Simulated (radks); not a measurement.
Q: The mean radii <r> (bohr) of the occupied orbitals of an atom or ion are listed with their occupations. Method: scalar-relativistic Kohn-Sham, BLYP, spin-polarised, spherical densities, finite nucleus; Fermi nuclear charge, rms radius of each element as measured or else 0.836 A^(1/3) + 0.57 fm; computed with a radial shooting solver on a logarithmic mesh with Libxc functionals.

| orbital | occ. | <r> |
|---|---|---|
| 1s up | 1 | 0.09096 |
| 1s down | 1 | 0.09096 |
| 2s up | 1 | 0.4444 |
| 2s down | 1 | 0.4443 |
| 2p up | 3 | 0.4068 |
| 2p down | 3 | 0.4067 |
| 3s up | 1 | 1.471 |
| 3p up | 3 | 1.672 |
| 3p down | 2 | 1.725 |

Name the element and its charge. Open shells, if any, are filled with parallel spins first.

A: Z = 17, chlorine, charge +1: Cl+ in [Ne] 3s1 3p5. The 1s radius gives Z: for a bare nucleus <r> = (2 gamma + 1)/(2Z) with gamma = sqrt(1 - (Z/c)^2), 0.08778 bohr for Z = 17, and screening makes it slightly larger (0.09096 here). The occupations add up to 16, and the charge is Z minus that.
